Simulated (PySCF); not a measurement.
**Calculated NMR data**

Computational details: shieldings: GIAO PBE0/pcSseg-1, GFN2-xTB geometry, in PySCF 2.14 (one averaged value for each set of equivalent atoms, non-relativistic Hamiltonian, no solvent model, a single conformation).

Chemical shifts δ = σref − σ; TMS for 1H and 13C, all at this level. Splittings of carbon signals by F and P are missing where no couplings were computed. Where no couplings were computed, multiplicities follow the n + 1 count of equivalent neighbours, and m marks all less simple cases (inequivalent or close neighbours, rings, F or P nearby). Acid and N–H amide carbonyl carbons lie up to 10 ppm further downfield in solution (hydrogen bonding). Shifts are as computed. Against solution values, carbons near 30 ppm lie about +3 ppm off and those near 130 ppm about +5 ppm. Of 1309 compounds with measured shifts, 239 miss one by over three times the rms of a fit or turn the order of signals round; such compounds aren't used in these exercises. OH and NH positions are gas-phase values without hydrogen bonding to other molecules.

**1.** `CC#C[Si@@]1(C)C[C@@H]1C(=O)O`, C7H10O2Si. 1H NMR (600 MHz, computed): δ 5.69 (br s, 1H), 2.14 (m, 1H), 2.06 (s, 3H), 1.35 (m, 1H), 1.23 (m, 1H), 0.54 (s, 3H). 13C{1H} NMR (computed): δ 181.6, 111.7, 82.4, 19.6, 10.2, 5.8, -8.9.

**2.** SMILES c1(C#N)pcccp1, C5H3NP2. 1H NMR (600 MHz, computed): δ 9.53 (m, 2H), 8.38 (m, 1H). 13C{1H} NMR (computed): δ 179.2, 163.2, 136.1, 125.8.
